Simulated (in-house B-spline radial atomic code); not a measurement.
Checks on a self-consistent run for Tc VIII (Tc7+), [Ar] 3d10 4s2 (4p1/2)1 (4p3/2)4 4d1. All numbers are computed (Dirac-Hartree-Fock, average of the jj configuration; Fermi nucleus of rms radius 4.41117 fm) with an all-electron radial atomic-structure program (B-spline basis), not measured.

```csv
orbital,q,ε (Eh),<1/r>,<r²>,small-component weight
1s1/2,2,-782.27122,44.7105,0.00158561,0.024645
2s1/2,2,-117.96220,10.2295,0.0262124,0.005102
2p1/2,2,-108.72193,10.1688,0.0198593,0.0050743
2p3/2,4,-104.36517,9.66517,0.0211953,0.0049046
3s1/2,2,-25.08708,3.53352,0.194144,0.0013891
3p1/2,2,-21.46540,3.42031,0.192657,0.0013243
3p3/2,4,-20.73188,3.30869,0.201145,0.0012862
3d3/2,4,-14.39238,3.1109,0.185983,0.0011595
3d5/2,6,-14.25601,3.07934,0.189179,0.001146
4s1/2,2,-6.93098,1.33923,1.1558,0.00033804
4p1/2,1,-5.77729,1.25091,1.3028,0.00030572
4p3/2,4,-5.59984,1.21547,1.35779,0.0002936
4d3/2,0.4,-3.87454,1.01792,1.86017,0.00021916
4d5/2,0.6,-3.91744,1.01913,1.85343,0.00022086
```

Electron-electron repulsion V_ee = 1470.8263 hartree.

**Question.** What total energy follows from the eigenvalues?

**Answer.** The eigenvalues count the repulsion twice, so E = Σqε - V_ee = -2800.448 - 1470.826 = -4271.275 hartree; the run printed -4271.275.

**Question.** Does the Dirac virial theorem hold?

**Answer.** For a point nucleus E = -2c²Σq·w, with w the small-component weight. Here Σq·w = 0.11372 and c = 137.0360, so the ratio E/(-2c²Σq·w) is 1.000029; the finite nucleus accounts for the departure from 1.

**Question.** What diamagnetic shielding (Lamb formula) and susceptibility (Langevin formula) do the radii give?

**Answer.** σ = (α²/3)Σq<1/r> = 236.75/(3·137.036²) = 4202.4 ppm, and χ = -0.79199×10⁻⁶·Σq<r²> = -11.51×10⁻⁶ cm³/mol with Σq<r²> = 14.539 bohr². Both are non-relativistic formulas without the paramagnetism of open shells.
